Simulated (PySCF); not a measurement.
PySCF input for C₃H₃BF₂O, SMILES C1(OCC=1)B(F)F, TDDFT-PBE/def2-SVPD. Coordinates come from a PBE-D3(BJ)/def2-SVP optimisation. This is a generated structure with no PubChem entry under its InChIKey; it may be hypothetical. Other conformers were not sampled.

```python
import numpy as np
from pyscf import gto, scf, dft, tdscf

mol = gto.M(
    atom='''
    F     1.16649016   -1.85157301    0.00000000
    B    -0.00037721   -1.21623631    0.00000000
    F    -1.11334835   -1.94834517    0.00000000
    C    -0.09445180    0.33294000   -0.00000000
    C    -1.06934234    1.29121747   -0.00000000
    C     0.04520762    2.30039486   -0.00000000
    O     1.00882456    1.19530479   -0.00000000
    H    -2.16371767    1.31490159   -0.00000000
    H     0.16412508    2.92789566    0.90932095
    H     0.16412508    2.92789566   -0.90932094
    ''',
    basis='def2-SVPD',
    charge=0,
    spin=0,
    symmetry=True,
    max_memory=1600,
    verbose=4,
)
mf = dft.RKS(mol, xc='pbe').density_fit(auxbasis='def2-universal-jkfit')
mf.grids.level = 3
mf.conv_tol = 1e-9
mf.max_cycle = 100
mf.kernel()
mf.grids = dft.Grids(mol).set(level=1).build(with_non0tab=True)  # coarser grid for the response kernel
td = tdscf.TDDFT(mf)
td.singlet = True
td.nstates = 10
td.conv_tol = 1e-4
td.positive_eig_threshold = 1e-6
td.kernel(x0=td.get_init_guess(mf, 15))
td.analyze()
tt = tdscf.TDA(mf)
tt.singlet = False
tt.nstates = 4
tt.conv_tol = 1e-4
tt.positive_eig_threshold = 1e-6
tt.kernel(x0=tt.get_init_guess(mf, 9))
tt.analyze(verbose=3)
```

Log of the run:

```
PySCF version 2.14.0

[INPUT] verbose = 4
[INPUT] num. atoms = 10
[INPUT] num. electrons = 52
[INPUT] charge = 0
[INPUT] spin (= nelec alpha-beta = 2S) = 0
[INPUT] symmetry True subgroup None
[INPUT] Mole.unit = angstrom
[INPUT] Symbol           X                Y                Z      unit          X                Y                Z       unit  Magmom
[INPUT]  1 F      1.166490160000  -1.851573010000   0.000000000000 AA    2.204346929400  -3.498965888537   0.000000000000 Bohr   0.0
[INPUT]  2 B     -0.000377210000  -1.216236310000   0.000000000000 AA   -0.000712823591  -2.298353528652   0.000000000000 Bohr   0.0
[INPUT]  3 F     -1.113348350000  -1.948345170000   0.000000000000 AA   -2.103923462736  -3.681838767419   0.000000000000 Bohr   0.0
[INPUT]  4 C     -0.094451800000   0.332940000000   0.000000000000 AA   -0.178488033972   0.629165415913   0.000000000000 Bohr   0.0
[INPUT]  5 C     -1.069342340000   1.291217470000   0.000000000000 AA   -2.020764156002   2.440047385554   0.000000000000 Bohr   0.0
[INPUT]  6 C      0.045207620000   2.300394860000   0.000000000000 AA    0.085430020543   4.347116263757   0.000000000000 Bohr   0.0
[INPUT]  7 O      1.008824560000   1.195304790000   0.000000000000 AA    1.906402126135   2.258798688481   0.000000000000 Bohr   0.0
[INPUT]  8 H     -2.163717670000   1.314901590000   0.000000000000 AA   -4.088833807182   2.484803885855   0.000000000000 Bohr   0.0
[INPUT]  9 H      0.164125080000   2.927895660000   0.909320950000 AA    0.310151451372   5.532920918703   1.718367554829 Bohr   0.0
[INPUT] 10 H      0.164125080000   2.927895660000  -0.909320940000 AA    0.310151451372   5.532920918703  -1.718367535932 Bohr   0.0

nuclear repulsion = 272.487352783033
point group symmetry = Cs
symmetry origin: [3.27067981e-09 1.45363543e-09 3.63408871e-10]
symmetry axis x: [ 1.00000000e+00 -7.94143354e-10  3.94981698e-11]
symmetry axis y: [-7.94143354e-10 -1.00000000e+00 -2.04055361e-10]
symmetry axis z: [-3.94981700e-11 -2.04055354e-10  1.00000000e+00]
num. orbitals of irrep A' = 118
num. orbitals of irrep A" = 55
number of shells = 71
number of NR pGTOs = 249
number of NR cGTOs = 173
basis = def2-SVPD
ecp = {}


[settings echo left out]
init E= -415.947253492946
HOMO (A") = -0.286446579562087  LUMO (A") = -0.13399074651647  gap/eV = 4.14853
cycle= 1 E= -415.099081342917  delta_E= 0.848  |g|= 0.755  |ddm|= 4.81
HOMO (A") = -0.123469280679104  LUMO (A") = -0.0639880616679265  gap/eV = 1.61857
cycle= 2 E= -414.540633177199  delta_E= 0.558  |g|= 1.85  |ddm|=  2.2
HOMO (A") = -0.207940381621695  LUMO (A") = -0.0765333893473544  gap/eV = 3.57577
cycle= 3 E= -415.156426508363  delta_E= -0.616  |g|= 0.449  |ddm|=  1.7
HOMO (A") = -0.220627518431009  LUMO (A") = -0.0915279821546317  gap/eV = 3.51298
cycle= 4 E= -415.20217491021  delta_E= -0.0457  |g|= 0.13  |ddm|= 0.626
HOMO (A") = -0.223593113664126  LUMO (A") = -0.0997846613367267  gap/eV = 3.36900
cycle= 5 E= -415.204514267183  delta_E= -0.00234  |g|= 0.0906  |ddm|= 0.265
HOMO (A") = -0.221976038688073  LUMO (A") = -0.0968080145306915  gap/eV = 3.40600
cycle= 6 E= -415.206715808284  delta_E= -0.0022  |g|= 0.0156  |ddm|= 0.124
HOMO (A") = -0.220621912798136  LUMO (A") = -0.0959014326581512  gap/eV = 3.39382
cycle= 7 E= -415.206759360574  delta_E= -4.36e-05  |g|= 0.00594  |ddm|= 0.023
HOMO (A") = -0.221277747303545  LUMO (A") = -0.0961979116773735  gap/eV = 3.40360
cycle= 8 E= -415.206766785232  delta_E= -7.42e-06  |g|= 0.00128  |ddm|= 0.00779
HOMO (A") = -0.221293794839716  LUMO (A") = -0.0962365384438078  gap/eV = 3.40298
cycle= 9 E= -415.206767174599  delta_E= -3.89e-07  |g|= 0.000359  |ddm|= 0.00188
HOMO (A") = -0.22128203379547  LUMO (A") = -0.0962200844154882  gap/eV = 3.40311
cycle= 10 E= -415.206767194137  delta_E= -1.95e-08  |g|= 0.00018  |ddm|= 0.00046
HOMO (A") = -0.221291066369285  LUMO (A") = -0.0962165543016714  gap/eV = 3.40345
cycle= 11 E= -415.206767198064  delta_E= -3.93e-09  |g|= 9.3e-05  |ddm|= 0.000241
HOMO (A") = -0.221287689224419  LUMO (A") = -0.0962185864828997  gap/eV = 3.40330
cycle= 12 E= -415.206767199708  delta_E= -1.64e-09  |g|= 1.82e-05  |ddm|= 0.000115
HOMO (A") = -0.22128666325509  LUMO (A") = -0.0962189240292741  gap/eV = 3.40327
cycle= 13 E= -415.206767199777  delta_E= -6.87e-11  |g|= 7.97e-06  |ddm|= 3.11e-05
HOMO (A") = -0.221287900627304  LUMO (A") = -0.0962191644295241  gap/eV = 3.40329
Extra cycle  E= -415.206767199733  delta_E= 4.4e-11  |g|= 1.53e-05  |ddm|= 3.06e-05
converged SCF energy = -415.206767199733
tot grids = 43920
Overwritten attributes  positive_eig_threshold  of <class 'pyscf.tdscf.rks.CasidaTDDFT'>


******** <class 'pyscf.tdscf.rks.CasidaTDDFT'> for <class 'pyscf.df.df_jk.DFSymAdaptedRKS'> ********
nstates = 10 singlet
deg_eia_thresh = 1.000e-03
wfnsym = None
conv_tol = 0.0001
eigh lindep = 1e-12
eigh level_shift = 0
eigh max_cycle = 100


Excitation energies (eV)
[4.37426474 5.88069326 6.09826419 6.26259361 6.26586197 6.30951416
 6.5090442  7.25130017 7.45535384 7.63121281]

** Singlet excitation energies and oscillator strengths **
Excited State   1:   A'      4.37426 eV    283.44 nm  f=0.0721
      25 -> 27       -0.12722
      26 -> 27       -0.68915
Excited State   2:   A"      5.88069 eV    210.83 nm  f=0.0064
      26 -> 28       -0.70307
Excited State   3:   A"      6.09826 eV    203.31 nm  f=0.0005
      23 -> 27       -0.36611
      24 -> 27        0.58753
      26 -> 29       -0.13488
Excited State   4:   A"      6.26259 eV    197.98 nm  f=0.0052
      23 -> 27       -0.30581
      24 -> 27       -0.28318
      26 -> 29       -0.49354
      26 -> 30        0.28331
Excited State   5:   A"      6.26586 eV    197.87 nm  f=0.0008
      23 -> 27        0.50714
      24 -> 27        0.26401
      26 -> 29       -0.30588
      26 -> 30        0.27482
Excited State   6:   A"      6.30951 eV    196.50 nm  f=0.0034
      23 -> 27        0.11576
      26 -> 29       -0.37207
      26 -> 30       -0.58492
Excited State   7:   A'      6.50904 eV    190.48 nm  f=0.2732
      25 -> 27       -0.68545
      26 -> 27        0.11854
Excited State   8:   A"      7.25130 eV    170.98 nm  f=0.0052
      26 -> 32       -0.70533
Excited State   9:   A"      7.45535 eV    166.30 nm  f=0.0001
      22 -> 27        0.70688
Excited State  10:   A'      7.63121 eV    162.47 nm  f=0.0433
      26 -> 31        0.14947
      26 -> 33        0.68895

** Transition electric dipole moments (AU) **
state          X           Y           Z        Dip. S.      Osc.
  1        -0.5093      0.6427      0.0000      0.6725      0.0721
  2         0.0000     -0.0000      0.2111      0.0446      0.0064
  3         0.0000      0.0000     -0.0550      0.0030      0.0005
  4        -0.0000     -0.0000     -0.1844      0.0340      0.0052
  5        -0.0000      0.0000     -0.0717      0.0051      0.0008
  6         0.0000     -0.0000     -0.1488      0.0222      0.0034
  7         0.0424     -1.3082     -0.0000      1.7133      0.2732
  8        -0.0000      0.0000      0.1719      0.0295      0.0052
  9        -0.0000     -0.0000     -0.0180      0.0003      0.0001
 10        -0.4758      0.0732     -0.0000      0.2318      0.0433

** Transition velocity dipole moments (imaginary part, AU) **
state          X           Y           Z        Dip. S.      Osc.
  1        -0.0820      0.1024      0.0000      0.0172      0.0714
  2        -0.0000     -0.0000      0.0608      0.0037      0.0114
  3        -0.0000     -0.0000     -0.0177      0.0003      0.0009
  4         0.0000      0.0000     -0.0538      0.0029      0.0084
  5         0.0000      0.0000     -0.0166      0.0003      0.0008
  6        -0.0000     -0.0000     -0.0455      0.0021      0.0059
  7         0.0102     -0.3079     -0.0000      0.0949      0.2646
  8         0.0000      0.0000      0.0512      0.0026      0.0066
  9        -0.0000     -0.0000     -0.0052      0.0000      0.0001
 10        -0.1327      0.0195     -0.0000      0.0180      0.0428

** Transition magnetic dipole moments (imaginary part, AU) **
state          X           Y           Z
  1        -0.0000     -0.0000      0.2064
  2        -0.0569     -0.5319     -0.0000
  3         0.4791     -0.6163     -0.0000
  4        -0.1722     -0.1997      0.0000
  5         0.4474      0.4493      0.0000
  6         0.3217     -0.1710     -0.0000
  7         0.0000      0.0000     -0.2396
  8         0.0198     -0.2045      0.0000
  9         0.0367      0.2546     -0.0000
 10        -0.0000      0.0000     -0.3596
Overwritten attributes  positive_eig_threshold  of <class 'pyscf.tdscf.rks.TDA'>


******** <class 'pyscf.tdscf.rks.TDA'> for <class 'pyscf.df.df_jk.DFSymAdaptedRKS'> ********
nstates = 4 triplet
deg_eia_thresh = 1.000e-03
wfnsym = None
conv_tol = 0.0001
eigh lindep = 1e-12
eigh level_shift = 0
eigh max_cycle = 100


Excitation energies (eV)
[2.81408083 5.51865718 5.60024715 5.78502603]

** Triplet excitation energies and oscillator strengths **
Excited State   1:   A'      2.81408 eV    440.59 nm  f=0.0000
Excited State   2:   A'      5.51866 eV    224.66 nm  f=0.0000
Excited State   3:   A"      5.60025 eV    221.39 nm  f=0.0000
Excited State   4:   A"      5.78503 eV    214.32 nm  f=0.0000
```

Self-consistency was reached.
